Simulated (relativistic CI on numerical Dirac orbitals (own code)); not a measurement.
A reference radial Dirac CI calculation of Cr gave the lowest total energy -1049.19546 Ha in 25 SCF steps, from this input:

```
atom Cr  Z=24  charge=0  electrons=24
nucleus A=52  rms_radius_fm=3.6452
hamiltonian dirac-coulomb  breit=on  qed=on  c_scale=1
orbitals kli  potential=per-configuration
slater_scale 1
correlation none
mixing on
grid step=0.0125 r_max=149
scf mixing=0.4 start=green max_iterations=150 tolerance=2e-08 node_fill=0.05
configurations
  [Ar] 3d5 4s
  [Ar] 3d4 4s2
end
```

One setting was then changed (and the iteration limit cut to 80), and the output read:

```
SCF 1: [Ar] 3d5 4s
 iter      energy (Ha)   residual   last orbital (Ha)
    1     -1049.153322   7.58e-01     -0.26742
    2     -1046.764785   6.98e-01     -0.19308
    3     -1049.528422   2.63e-01     -0.26837
    4     -1049.481802   1.95e-01     -0.27417
    5     -1049.317177   4.84e-02     -0.28670
    6     -1049.312929   1.22e-02     -0.29067
    7     -1049.328168   1.76e-03     -0.29259
    8     -1049.317798   5.81e-03     -0.29436
    9     -1049.323688   1.94e-03     -0.29429
   10     -1049.324797   1.17e-03     -0.29432
   11     -1049.325465   2.89e-04     -0.29499
   12     -1049.325464   2.80e-04     -0.29498
   13     -1049.325810   6.82e-06     -0.29506
   14     -1049.325800   3.16e-06     -0.29506
   15     -1049.325803   4.68e-07     -0.29506
   16     -1049.325803   2.11e-07     -0.29506
   17     -1049.325803   1.87e-08     -0.29506
SCF 2: [Ar] 3d4 4s2
 iter      energy (Ha)   residual   last orbital (Ha)
    1     -1049.280091   6.57e-01     -0.26742
    2     -1049.237484   2.60e-01     -0.21729
    3     -1049.448604   1.92e-01     -0.25878
    4     -1049.448655   1.92e-01     -0.25876
    5     -1049.395370   6.96e-02     -0.31959
    6     -1049.394576   2.32e-02     -0.35653
    7     -1049.368695   2.50e-02     -0.35351
    8     -1049.372924   6.19e-03     -0.37905
    9     -1049.370997   1.17e-02     -0.37229
   10     -1049.373743   1.19e-03     -0.38591
   11     -1049.375366   3.86e-04     -0.38571
   12     -1049.375488   2.12e-04     -0.38570
   13     -1049.375555   2.04e-04     -0.38569
   14     -1049.375648   1.07e-05     -0.38570
   15     -1049.375648   1.11e-05     -0.38569
   16     -1049.375652   2.31e-06     -0.38568
   17     -1049.375650   1.15e-06     -0.38568
   18     -1049.375648   8.86e-07     -0.38568
   19     -1049.375649   1.44e-07     -0.38568
   20     -1049.375649   4.80e-08     -0.38568
   21     -1049.375649   1.72e-08     -0.38568
orbital energies (Ha): 2p1/2 -20.0713  2p3/2 -19.7659  3s -2.7745  3p1/2 -1.7515  3p3/2 -1.7172  3d3/2 -0.2236  3d5/2 -0.2214  4s -0.2951
configuration averages (Ha): Dirac-Coulomb, Breit, QED
  3d5 4s                       -1049.325803    0.347934    0.236184
  3d4 4s2                      -1049.375649    0.348130    0.236278
levels: no., configuration, term, J, E (cm-1), weight
   1 3d5 4s                 7S   3                0.0  1.00
   2 3d4 4s2                5D   0             5351.6  0.99
   3 3d4 4s2                5D   1             5451.1  0.99
   4 3d4 4s2                5D   2             5643.4  0.99
   5 3d4 4s2                5D   3             5918.3  0.99
   6 3d4 4s2                5D   4             6264.9  0.99
   7 3d5 4s                 5S   2            16916.1  1.00
   8 3d4 4s2                3H   4            21189.8  0.98
   9 3d4 4s2                3H   5            21405.4  0.98
  10 3d4 4s2                3H   6            21640.0  0.99
  11 3d4 4s2                3P   0            21655.4  0.96
  12 3d4 4s2                3P   1            22229.0  0.96
  13 3d5 4s                 5G   2            22681.5  1.00
  14 3d5 4s                 5G   3            22694.3  1.00
lowest total energy -1048.927627 Ha
end: converged
```

Which setting was changed?
A. start potential
B. speed of light
C. node fill of the KLI weights
D. configuration list

C. The node fill of the KLI weights 5. This setting is bad on purpose; its numbers may not be properties of the ion.
